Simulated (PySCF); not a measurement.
Species: C2H11AsSi2.
Z-matrix (Å and degrees, PBE0-D3(BJ)/def2-SVP geometry), rows numbered from 1:
```
C 
C   1  1.5252
Si  2  1.8883  1  114.43
As  3  2.3783  2  108.71  1   -50.84
Si  4  2.3661  3   92.51  2   -60.66
H   1  1.1021  2  111.61  3    61.22
H   1  1.1016  2  111.71  3   -58.59
H   1  1.1012  2  111.61  3  -178.88
H   2  1.1043  1  110.62  3  -121.97
H   2  1.1043  1  110.82  3   121.28
H   3  1.4965  2  110.60  1  -173.26
H   3  1.4977  2  110.42  1    66.80
H   4  1.5261  3   92.98  2  -153.40
H   5  1.4968  4  113.52  3   -38.51
H   5  1.4953  4  107.74  3    81.57
H   5  1.4940  4  109.33  3  -160.45
```

Level: PBE0/def2-SVPD in PySCF, non-relativistic, on one gas-phase PBE0-D3(BJ)/def2-SVP geometry that isn't relaxed in the solvent. The solvent is an IEF-PCM continuum (cavity from Bondi-type radii × 1.2), and excitations are vertical TDDFT with non-equilibrium linear response and a frozen core. Specific hydrogen bonds and non-electrostatic terms are outside this model. Spin–orbit coupling is left out although an atom past zinc is present.

```csv
run,E − E(gas) (kcal/mol),HOMO (eV),HOMO–LUMO gap (eV),dipole (D),lowest singlet (eV),static polarisability (au)
gas,0.00,-7.20,7.08,0.99,5.90,116.8
P,-0.81,-7.15,7.13,1.23,5.93,152.8
Q,-1.13,-7.16,7.15,1.35,5.95,171.8
```

Task: The runs were made in acetonitrile and chloroform. Which run belongs to which solvent?

Result: P = chloroform, Q = acetonitrile. The dielectric constants are 4.711 (chloroform), 35.69 (acetonitrile), and the energy falls further as ε rises. The optical constants n² used for the excitations are 2.09, 1.81 in the same order. In this model the ground state sees the solvent through ε alone.

Task: How constant is the ratio of the lowering to (ε − 1)/(2ε + 1)?

Result: 
```csv
solvent,(ε − 1)/(2ε + 1),E − E(gas) (kcal/mol),ratio (kcal/mol),polarisation term (kcal/mol)
chloroform,0.356,-0.81,-2.3,-0.89
acetonitrile,0.479,-1.13,-2.4,-1.30
```

The ratio changes by +4.2 % in size from chloroform to acetonitrile. The polarisation term is half the interaction of the solute with the induced surface charges.

The run took about 40 s of CPU time (one thread, shared machine). This is the whole response run at PBE0/def2-SVPD in acetonitrile, SCF included.
